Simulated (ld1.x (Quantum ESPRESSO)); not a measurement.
## palladium (Pd): one change to an RRKJ potential, before and after

palladium, norm-conserving RRKJ (Kleinman–Bylander form), made with ld1.x (Quantum ESPRESSO) 7.5 (PBE, scalar-relativistic). Core [Ar] 3d10, reference 4s2 4p6 4d10 5s0 5p0. Waves: 4s (bound): rc 1.40 bohr; 4p (bound): rc 1.40 bohr; 4d (bound): rc 1.95 bohr. Local part: the d channel. Core correction: none.

Change: wave 4s (bound): rc 1.40 bohr becomes 4s (bound): rc 1.62 bohr.

Cutoffs: the cutoffs (Ry, on a coarse ladder) from which the occupation-weighted sum of valence levels, in a spherical-Bessel basis at the reference potential, stays within 10 and 1 mRy of its value at 400 Ry; they do not see the model core or the augmentation charge, which bear on the density cutoff. Errors are all-electron minus pseudo energies relative to the spin-unpolarised reference configuration.

Question: What does the change do?

Answer: The potential gets neither clearly harder nor softer (70 Ry and 110 Ry → 70 Ry and 100 Ry); the p channel sets the loose cutoff, while the largest relative change is in s, which becomes softer; of the 7 tests that both files solve, the error grows in 3 and shrinks in 0 by more than 15 % and 0.3 meV (median size 55.1 → 54.8 meV); neither file shows a bound ghost. More of the atom is replaced by a form fitted at one configuration, so other configurations suffer.

| quantity | base | changed |
| --- | --- | --- |
| cutoff, loose | 70 Ry | 70 Ry |
| cutoff, tight | 110 Ry | 100 Ry |
| loose cutoff by channel (10 mRy a level) | s 50 Ry, p 50 Ry, d 45 Ry | s 35 Ry, p 50 Ry, d 45 Ry |
| bound ghosts | none | none |
| error for 4s2 4p6 4d9 5s0 5p0, meV [ΔE 9.12 eV] | -5.0 | -5.1 |
| error for 4s2 4p6 4d8 5s0 5p0, meV [ΔE 29.93 eV] | -26 | -26 |
| error for 4s2 4p6 4d7 5s0 5p0, meV [ΔE 64.29 eV] | -55 | -55 |
| error for 4s2 4p6 4d9 5s0 5p1, meV [ΔE 5.24 eV] | -22 | -22 |
| error for 4s1 4p6 4d10 5s0 5p0, meV [ΔE 91.57 eV] | -162 | -266 |
| error for 4s2 4p6 4d9 5s1 5p0, meV [ΔE 1.50 eV] | +188 | +851 |
| error for 4s2 4p6 4d8 5s1 5p0, meV [ΔE 13.64 eV] | +329 | +1400 |
| s: phases at 2.15 bohr within 0.05 rad from the reference energy up to (Ry; the scan ends near 5) | -0.2 | -1.0 |
| p: phases at 2.15 bohr within 0.05 rad from the reference energy up to (Ry; the scan ends near 5) | to the end of the scan | to the end of the scan |
| d: phases at 2.15 bohr within 0.05 rad from the reference energy up to (Ry; the scan ends near 5) | 3.0 | 3.0 |
